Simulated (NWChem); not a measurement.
Isomers of C₂H₅BF₂O, each optimised at PBE0/def2-SVP with NWChem, gas phase unless a solvent is named. Flexible species stand in one conformer each, which need not be the lowest.  Relative energies count from the lowest isomer at each level and are electronic, without zero-point energy, on those geometries.

A: FB(F)CCO
B: B(CF)(O)CF
C: FB(F)OCC
D: C[C@@H](B(F)F)O

Problem. Which isomer is lowest, and do the levels agree? Levels: PBE0/def2-SVP; PBE/def2-TZVP; B3LYP/def2-TZVP; PW6B95/def2-TZVP; r2SCAN/def2-TZVP; BLYP/def2-TZVP; CAM-B3LYP/def2-TZVP.

Solution. All put C lowest.
```json
[
 {"quantity": "relative energy, PBE0/def2-SVP (kcal/mol)", "A": "32.2", "B": "85.5", "C": "0.0", "D": "35.0"},
 {"quantity": "relative energy, PBE/def2-TZVP (kcal/mol)", "A": "29.4", "B": "79.8", "C": "0.0", "D": "32.4"},
 {"quantity": "relative energy, B3LYP/def2-TZVP (kcal/mol)", "A": "32.1", "B": "83.6", "C": "0.0", "D": "35.1"},
 {"quantity": "relative energy, PW6B95/def2-TZVP (kcal/mol)", "A": "32.2", "B": "84.4", "C": "0.0", "D": "35.2"},
 {"quantity": "relative energy, r2SCAN/def2-TZVP (kcal/mol)", "A": "31.0", "B": "84.7", "C": "0.0", "D": "34.3"},
 {"quantity": "relative energy, BLYP/def2-TZVP (kcal/mol)", "A": "31.4", "B": "81.1", "C": "0.0", "D": "34.3"},
 {"quantity": "relative energy, CAM-B3LYP/def2-TZVP (kcal/mol)", "A": "32.5", "B": "84.7", "C": "0.0", "D": "35.5"}
]
```
